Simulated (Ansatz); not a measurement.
Computed with Ansatz on PBE0-D4/def2-TZVP structures; ΔE is electronic, products minus reactants. CCSD(T)/CBS is the MP2 limit (def2-TZVPP, def2-QZVPP) plus CCSD(T) − MP2 in def2-TZVPP, frozen cores. Double bonds are as drawn, so ΔE can hold a change between cis and trans. Each species was taken in one conformer, which may not be the lowest.

Reaction (substitution at a C–C bond): `CC/C(O)=C/F` + `BN[SiH2]Cl` → `BN(CC)[SiH2]Cl` + `O/C=C\F`

```
         species  MP2/def2-TZVPP energy (Eh)
   `CC/C(O)=C/F`                  -331.11222
    `BN[SiH2]Cl`                  -831.27505
`BN(CC)[SiH2]Cl`                  -909.71102
       `O/C=C\F`                  -252.65780
```

Problem. Work out ΔE.

Solution. ΔE = (-909.71102) + (-252.65780) − (-331.11222) − (-831.27505) = 0.01845 Eh = +48.4 kJ/mol. CCSD(T)/CBS gives +47.2 kJ/mol.

Largest T1 diagnostic among the species: 0.013.

In def2-TZVPP, CCSD(T) changes the Hartree–Fock value by −9.3 kJ/mol (the triples alone add −1.7 kJ/mol) and MP2 by −7.3 kJ/mol. The D4 term adds −6.9 kJ/mol with B3LYP and −4.0 kJ/mol with PBE0; it sums over pairs of atoms, weighted by their polarisabilities, and B3LYP, whose exchange is more repulsive, gets the larger term.

B3LYP here is the variant with VWN-RPA as its local correlation; programs differ in this.
